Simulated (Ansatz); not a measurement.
`C[N](C)[Ge][OH]` + HCl → `C[N](C)[Ge][Cl]` + H₂O  (ligand exchange at a Ge–O bond)

Isolated molecules relaxed with PBE0-D4/def2-TZVP in Ansatz; ΔE leaves out vibrations. CCSD(T)/CBS adds triple-zeta CCSD(T) − MP2 to the extrapolated MP2 energy (def2 sets, frozen cores). This one scheme is used for every species. Functionals use def2-TZVPP. For Ge outer-core shells are correlated without core-valence functions, which leaves a few kJ/mol of doubt a bond. Scalar relativity is left out up to krypton. One conformer a species, not always the lowest.

Question: Is it downhill or uphill in electronic energy at CCSD(T)/CBS, and by how much? (Best estimate.)

Answer: Computed: Downhill: ΔE = -14.1 kcal/mol.

Question: What do these levels give: r2SCAN-D4, PBE0-D4, r2SCAN0-D4, CAM-B3LYP-D4, ωB97X-V, B2PLYP, BLYP, CAM-B3LYP, RPA@PBE/def2-TZVPP, MP2/def2-TZVPP, HF/def2-QZVPP, MP2/def2-QZVPP? (Best estimate.)

Answer: Computed: r2SCAN-D4 -13.6, PBE0-D4 -14.7, r2SCAN0-D4 -14.3, CAM-B3LYP-D4 -12.3, ωB97X-V -12.5, B2PLYP -13.0, BLYP -12.7, CAM-B3LYP -11.9, RPA@PBE/def2-TZVPP -11.7, MP2/def2-TZVPP -13.3, HF/def2-QZVPP -13.2, MP2/def2-QZVPP -14.2 kcal/mol.

Largest T1 diagnostic among the species: 0.014.

At CCSD(T), def2-SVP lies +2.7 kcal/mol from the extrapolated value and def2-TZVPP +1.6 kcal/mol. Leaving LDA and LC-ωPBE aside and taking each functional with its dispersion term where it has one, the values, not all of them listed here, spread over 2.5 kcal/mol, from HSE06-D4 to CAM-B3LYP-D4. LDA lies +0.8 kcal/mol from PBE without D4.
